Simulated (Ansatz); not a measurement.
Consider the ligand exchange at a Ge–C bond: `[CH3][Ge]([CH3])([CH3])[CH3]` + HBr → `[CH3][Ge]([CH3])([CH3])[Br]` + CH₄.

Isolated molecules relaxed with PBE0-D4/def2-TZVP in Ansatz; ΔE leaves out vibrations. CBS: MP2 limit from def2 TZ/QZ plus the TZ coupled-cluster correction, frozen cores. This one scheme is used for every species. For Br, Ge outer-core shells are correlated without core-valence functions, which leaves a few kJ/mol of doubt a bond. Scalar relativity is left out up to krypton.

`[CH3][Ge]([CH3])([CH3])[CH3]`:

Z-matrix (Å, degrees):
```
C
Ge 1 1.959
H 1 1.092 2 110.7
H 1 1.092 2 110.7 3 120.0
H 1 1.092 2 110.7 3 -120.0
C 2 1.959 1 109.5 3 179.9
C 2 1.959 1 109.5 3 59.9
C 2 1.959 1 109.5 3 -60.1
H 6 1.092 2 110.7 1 59.9
H 6 1.092 2 110.7 1 179.9
H 6 1.092 2 110.7 1 -60.1
H 7 1.092 2 110.7 1 179.8
H 7 1.092 2 110.7 1 59.8
H 7 1.092 2 110.7 1 -60.2
H 8 1.092 2 110.7 1 60.0
H 8 1.092 2 110.7 1 -180.0
H 8 1.092 2 110.7 1 -60.0
```

HBr:

Cartesian coordinates in Å:
```
Br 0.442 0.038 -0.554
H -0.442 -0.038 0.554
```

`[CH3][Ge]([CH3])([CH3])[Br]`:

Cartesian coordinates in Å:
```
C 0.433 -1.384 -1.192
Ge 0.215 -0.120 0.272
C 0.855 1.661 -0.180
C -1.598 -0.104 0.979
Br 1.585 -0.886 2.006
H 1.476 -1.416 -1.509
H -0.186 -1.082 -2.040
H 0.132 -2.383 -0.873
H 1.896 1.616 -0.500
H 0.782 2.318 0.687
H 0.254 2.078 -0.991
H -2.293 0.250 0.213
H -1.659 0.559 1.843
H -1.891 -1.108 1.285
```

CH₄:

Cartesian coordinates in Å:
```
C 0.000 0.000 0.000
H -0.512 0.912 0.306
H 0.899 0.258 -0.559
H -0.662 -0.594 -0.630
H 0.275 -0.576 0.883
```

| species | CCSD(T)/CBS(def2) energy (Eh) |
| --- | --- |
| `[CH3][Ge]([CH3])([CH3])[CH3]` | -2235.58693 |
| HBr | -2573.91920 |
| `[CH3][Ge]([CH3])([CH3])[Br]` | -4769.09095 |
| CH₄ | -40.46206 |

(1) Work out ΔE.

Largest T1 diagnostic among the species: 0.009.

Answers

(1) ΔE = (-4769.09095) + (-40.46206) − (-2235.58693) − (-2573.91920) = -0.04688 Eh = -1.28 eV.

From BLYP to BHLYP (50 % exact exchange), in def2-TZVPP and without D4, ΔE moves by −0.06 eV. In def2-TZVPP, CCSD(T) changes the Hartree–Fock value by +0.22 eV (the triples alone add +0.01 eV) and MP2 by +0.16 eV.
